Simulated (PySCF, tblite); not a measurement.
Isomers of C6H7N3Si, one GFN2-xTB conformer each. Single-point energies are computed at PBE0/pcSseg-1 (PySCF, gas phase, no added dispersion term), electronic only.

```tsv
SMILES	GFN2-xTB relative energy (kJ/mol)
[SiH3]n1nc2ccccc2n1	0.0
[SiH3]c1cccc2nn[nH]c12	86.3
```

Task: What does PBE0/pcSseg-1 give for the same structures?

Result: 
| SMILES | PBE0/pcSseg-1 E (Eh) | PBE0/pcSseg-1 (kJ/mol) | GFN2-xTB (kJ/mol) | point group |
| --- | --- | --- | --- | --- |
| [SiH3]n1nc2ccccc2n1 | -685.93769 | 0.0 | 0.0 | near Cs |
| [SiH3]c1cccc2nn[nH]c12 | -685.92469 | 34.1 | 86.3 | – |

Both levels put the same isomer lowest. As drawn, the higher has an N–H bond and an Si–C bond, which the lower lacks.

Task: Which frontier levels, dipoles and rotational constants go with these structures?

Result: 
```csv
SMILES,"HOMO (eV, PBE0/pcSseg-1)",LUMO (eV),dipole (D),"A, B, C (MHz)"
[SiH3]n1nc2ccccc2n1,-6.76,-1.59,0.51,"3882, 731.2, 619.8"
[SiH3]c1cccc2nn[nH]c12,-7.26,-1.52,3.78,"1829, 1114, 698.0"
```

Task: What happens when harmonic zero-point energies from GFN2-xTB frequencies are added?

Result: 
```
                SMILES  ZPE (kJ/mol)  electronic (kJ/mol)  with ZPE (kJ/mol)
   [SiH3]n1nc2ccccc2n1         306.2                  0.0                0.0
[SiH3]c1cccc2nn[nH]c12         306.2                 34.1               34.1
```

The zero-point energies span 0.0 kJ/mol. The order is unchanged.
